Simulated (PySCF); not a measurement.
Structure problem from calculated spectra and properties.

Formula: CH7AlClSi; charge -1.

* XPS: Si2p3/2 102.6, Cl2p3/2 200.2, C1s 285.0, Al1s 1561.2, Si1s 1842.4, Cl1s 2822.8 eV [ΔSCF SCAN, pcX-2 on the ionised atom, pcseg-1 elsewhere, spin-free X2C, 2p3/2 from a spin–orbit splitting computed afterwards within the 2p shell]
* Rotational structure: rotational constants A, B, C: 10.786, 1.099, 1.041 GHz [PBE0-D3(BJ)/def2-SVP]
* 13C NMR: chemical shifts (computed TMS as zero) by class: -15.6 (1 C) ppm [GIAO PBE0/pcSseg-1]
* NMR, other nuclei: isotropic shieldings of nuclei other than C and H, by class: 431 (1 Al), 425 (1 Si), 1023 (1 Cl) ppm [GIAO PBE0/pcSseg-1]
* 1H NMR: chemical shifts (computed TMS as zero) by class: 4.08 (2 H), 3.75 (3 H), -1.17 (2 H) ppm [GIAO PBE0/pcSseg-1]

The electronic properties come from PySCF, for the isolated species, density fitting. Levels stand in brackets. Isolated species at its PBE0-D3(BJ)/def2-SVP geometry (one conformer only). The geometry's basis has no diffuse functions, a weakness for an anion. No diffuse functions stand in pcSseg-1, which bears on an anion's orbital energies. NMR values are class means; diastereotopic atoms form classes of their own.

Task: What is the compound? Reason from the data.

Result: Numbering: `[SiH3:1][CH2:2][AlH2-:3][Cl:4]`. The one carbon: sp3 carbon bound to silicon [C2] (-15.6 ppm). Hydrogen classes from least to most shielded: 2 H on an aluminium bonded to C, Cl and 2 H, Al3 (4.08 ppm), 3 H on an SiH3 silicon, Si1 (3.75 ppm), 2 H on an sp3 carbon bound to silicon, C2 (-1.17 ppm). The other shieldings belong to: 431 ppm, aluminium bonded to C, Cl and 2 H [Al3]; 425 ppm, SiH3 silicon [Si1]; 1023 ppm, chlorine bonded to Al [Cl4]. The core levels belong to: Si2p3/2 102.6 eV, SiH3 silicon [Si1]; Cl2p3/2 200.2 eV, chlorine bonded to Al [Cl4]; C1s 285.0 eV, sp3 carbon bound to silicon [C2]; Al1s 1561.2 eV, aluminium bonded to C, Cl and 2 H [Al3]; Si1s 1842.4 eV, SiH3 silicon [Si1]; Cl1s 2822.8 eV, chlorine bonded to Al [Cl4]. The optimised geometry has point group C1 and is an asymmetric top. Structure: `[SiH3][CH2][AlH2-][Cl]`. The assignments are read from this structure; whether some other isomer fits the data as well wasn't checked.

The values belong to the conformer `[SiH3:1][CH2:2][AlH2-:3][Cl:4]`: Si1–C2–Al3–Cl4 159°.
